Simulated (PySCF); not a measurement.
# cyanoacetylene and methyl isocyanide

A complex built from cyanoacetylene and methyl isocyanide; neutral, singlet.

Parts: 1 = cyanoacetylene (C#CC#N), atoms 1–5; 2 = methyl isocyanide ([C-]#[N+]C), atoms 6–11.

Coordinates in Å:
```
C1     -0.3848    0.2094    0.3602
C2      0.2307   -0.7724   -0.0035
C3      0.9282   -1.8856   -0.4138
N4      1.5173   -2.8272   -0.7578
H5     -0.9364    1.0875    0.6903
C6     -3.3877    4.8654    2.4039
N7     -2.6726    3.7792    1.8645
C8     -2.0790    2.8724    1.4279
H9     -4.3883    4.9193    1.9515
H10    -3.4940    4.7422    3.4913
H11    -2.8542    5.8053    2.2020
```

In these coordinates H5···C8 is 2.244 Å. Part 2 is then moved rigidly along that line, all else held; at short range other atoms may come into contact.

The starting structure comes from a short search with a few starts; no frequency run checks that it is a minimum, and another way of binding may lie lower.

Method: B3LYP-D4/def2-SVPD interaction energy, counterpoise and uncorrected, gas phase (PySCF). Density fitting is used. The geometry comes from PBE0-D3(BJ)/def2-SVP.

Energies in kcal/mol, cluster less frozen parts; CP is counterpoise-corrected. Electrostatic, Pauli, orbital and dispersion terms sum to the uncorrected value; Pauli holds the exchange-correlation of the frozen density too, and orbital the superposition error (at most 1.53 kcal/mol here).

| H5···C8 (Å) | CP | electrostatic | Pauli | orbital | dispersion |
| --- | --- | --- | --- | --- | --- |
| 1.795 | -0.82 | -16.03 | 26.89 | -12.14 | -1.08 |
| 1.907 | -3.07 | -13.01 | 18.63 | -9.15 | -0.99 |
| 2.020 | -4.38 | -10.71 | 12.86 | -6.98 | -0.91 |
| 2.132 | -5.06 | -8.95 | 8.83 | -5.40 | -0.84 |
| 2.244 | -5.33 | -7.58 | 6.05 | -4.25 | -0.76 |
| 2.356 | -5.34 | -6.50 | 4.13 | -3.40 | -0.69 |
| 2.468 | ? | ? | ? | ? | ? |
| 2.805 | -4.34 | -3.94 | 0.91 | -1.70 | -0.45 |
| 3.366 | ? | ? | ? | ? | ? |
| 4.488 | -1.41 | -1.29 | 0.02 | -0.25 | -0.07 |
| 6.732 | -0.52 | -0.51 | 0.00 | -0.01 | 0.00 |

Task: Fill in the withheld rows.

Result: 
| H5···C8 (Å) | CP | electrostatic | Pauli | orbital | dispersion |
| --- | --- | --- | --- | --- | --- |
| 2.468 | -5.19 | -5.65 | 2.82 | -2.78 | -0.63 |
| 3.366 | -2.90 | -2.50 | 0.19 | -0.95 | -0.25 |

The 11 runs took 5.2 min in all, one thread each of Arm Neoverse N1 on a shared host, launched as `OMP_NUM_THREADS=1 python cluster_run.py task.json out`.
